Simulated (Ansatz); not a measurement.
Reaction (atomization): `C[SiH](C)N([SiH](C)C)[Si](C)(C)C` → 7 C• + 23 H• + N• + 3 Si•

Gas-phase electronic energies from Ansatz, PBE0-D4/def2-TZVP geometries. CBS: MP2 limit from def2 TZ/QZ plus the TZ coupled-cluster correction, frozen cores. This one scheme is used for every species, atoms too. Functionals use def2-TZVPP. No spin–orbit coupling; open shells (•) take unrestricted orbitals. Spin–orbit coupling would lower the free atoms: a little for C, Si. One conformer a species, not always the lowest.

```tsv
level	ΔE (kJ/mol)
r2SCAN0	12885.4
SCS-MP2/def2-TZVPP	12787.6
MP2/def2-QZVPP	12960.0
CCSD/CBS(def2)	12854.1
```

(1) What does CCSD(T)/CBS give? (Best estimate.)

Largest T1 diagnostic among the species: 0.012.

## Answers

(1) Ansatz gave: +12998.6 kJ/mol. The listed levels differ from it by -113.2, -211.0, -38.6, -144.5 kJ/mol.

At CCSD(T), def2-SVP lies −682.5 kJ/mol from the extrapolated value and def2-TZVPP −293.6 kJ/mol: correlation converges slowly with the basis, and small sets miss more of it in the bonded molecule than in its fragments. Leaving LDA and LC-ωPBE aside and taking each functional with its dispersion term where it has one, the values, not all of them listed here, spread over 308.8 kJ/mol, from BHLYP-D4 to PBE-D4. LDA lies +1535.4 kJ/mol from PBE without D4, its usual overbinding. From r2SCAN to r2SCAN0 (25 % exact exchange), in def2-TZVPP and without D4, ΔE moves by −94.8 kJ/mol: exact exchange takes away binding that semilocal exchange gives to molecules.

For atomizations the MP2-based limit and the directly extrapolated one differ by several kJ/mol either way, and by 10 to 25 for some Ge, Se and Sn compounds, so smaller differences from it don't rank the levels.
